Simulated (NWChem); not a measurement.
System: CH3F3Sn; SMILES F[C](F)(F)[SnH3]

All runs: NWChem. Coordinates come from a PBE0/def2-SVP optimisation. def2 effective core potentials on Sn; no spin-orbit coupling. Level M06-L/def2-SVP: energy and gradient on several grids; changes count from the extra-fine grid, which is no exact limit either.

Question: Which is the coarsest grid (xcoarse; coarse; fine; medium; xfine) from which on the energy stays within 100 μHa and each gradient component within 200 μHa/bohr of xfine?

Answer: fine.
| grid | size of the energy change (μHa) | largest change of a gradient component (μHa/bohr) | time, medium = 1 (rough) |
|---|---|---|---|
| xcoarse | 40000 | 20000 | about 1 |
| coarse | 3000 | 1000 | about 1 |
| medium | 80 | 300 | about 1 |
| fine | < 10 | 60 | about 1 |
| xfine | < 10 | < 30 | 2 |
